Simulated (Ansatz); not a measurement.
A structure relaxed at PBE0/def2-TZVP in Ansatz, charge 1, singlet:

Cartesian coordinates in Å:
```
Li 2.350 1.196 -0.226
Li -0.001 0.002 0.000
Li 1.844 -1.858 0.373
Li -0.582 2.108 -1.491
Li -2.580 0.488 0.338
Li -1.285 -2.218 -0.651
Li 0.715 -0.598 -2.476
Li 0.022 1.968 1.771
Li -0.483 -1.088 2.363
```

**Question.** Give its formula and point group.

**Answer.** the cluster Li₉⁺. Point group D4d (tolerance 0.1 Å).

**Question.** Summarise the bond lengths by kind (pairs closer than 1.2 times the sum of covalent radii, bridged metal pairs left out).

**Answer.** 8 × Li–Li 2.65 Å.

The restricted singlet is unstable towards broken spin symmetry in Hartree–Fock (as tested in another run); at PBE0/def2-TZVP this wasn't settled. The structure comes from a short search, and lower isomers may exist.
